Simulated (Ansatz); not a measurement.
Basis-set series for C2H9GeNSi (`C=C[SiH2][NH][GeH3]`). Total charge 0; spin multiplicity 1. All single points use the PBE0-D4/def2-TZVP geometry. It is one conformer, not always the lowest.

| functional | basis | functions | energy (Eh) | HOMO (eV) | LUMO (eV) |
| --- | --- | --- | --- | --- | --- |
| PBE0-D4 | def2-SVP | 137 | -2501.87885 | -7.07 | -0.37 |
| PBE0-D4 | def2-QZVPP | 600 | -2502.46246 | -7.21 | -0.63 |
| ωB97M-V | def2-SVP | 137 | -2502.20237 | -9.32 | 1.75 |
| ωB97M-V | def2-QZVPP | 600 | -2502.79180 | -9.49 | 1.21 |

Task: Give the rows for def2-TZVPP. (An estimate is asked.)

Result: Ansatz gave: 
```json
{"functional": "PBE0-D4", "basis": "def2-TZVPP", "functions": "309", "energy (Eh)": "-2502.39923", "HOMO (eV)": "-7.19", "LUMO (eV)": "-0.58"}
{"functional": "ωB97M-V", "basis": "def2-TZVPP", "functions": "309", "energy (Eh)": "-2502.73088", "HOMO (eV)": "-9.47", "LUMO (eV)": "1.41"}
```

Positive LUMOs are unbound and depend on the basis. Scalar relativity is left out up to krypton.
